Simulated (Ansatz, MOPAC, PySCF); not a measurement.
Torsion H4–O1–Ge2–F3 in FGeH3O (SMILES [OH][GeH2][F]); at each angle all else is relaxed with GFN2-xTB, and the levels are single points there.
Geometry at 60° (charge 0, multiplicity 1):
```xyz
6

O      1.23074    -0.07875    -0.47652
Ge    -0.42249    -0.15270    -0.03395
F     -0.82037     1.45781     0.50889
H      1.88943     0.16421     0.17225
H     -0.70289    -1.00015     1.16893
H     -1.16331    -0.36159    -1.30414
```

On the grid 0° to 330°, 180° is the highest and 60° the lowest point at MP2/CBS(cc-pVTZ, cc-pVQZ) + ΔCCSD(T)/cc-pVTZ.

Frozen-core correlation. Filled d and f shells under p-block atoms count as core. Rows in 3-21G, 6-31G*, STO-3G carry no dispersion term and start afresh at each structure (6-31G* with six Cartesian d functions); the Pople sets are all-electron and without relativity. The state reached by PM7 isn't checked; PM7 holds dispersion and hydrogen-bond terms.

Run with Ansatz (a quantum-chemistry and plane-wave program); MOPAC for PM7 (differences of heats of formation); PySCF for 3-21G rows, 6-31G* rows, STO-3G rows, the dispersion terms. Values without a source in brackets are computed.

```
level                     energy at 180° less that at 60° (kJ/mol)
------------------------  ----------------------------------------
PM7                                                           29.9
HF/STO-3G                                                      4.7
HF/3-21G                                                      13.1
r2SCAN/def2-TZVPP                                              8.5
r2SCAN-D3(BJ)/def2-TZVPP                                       8.5
B3LYP/6-31G*                                                  12.2
B3LYP-D4/def2-TZVPP                                            9.4
PBE0-D3(BJ)/def2-TZVPP                                         8.8
CCSD/cc-pVDZ                                            (withheld)
```

Problem. What belongs in the gaps?

Solution. 
- CCSD/cc-pVDZ, energy at 180° less that at 60° (kJ/mol): 11.7
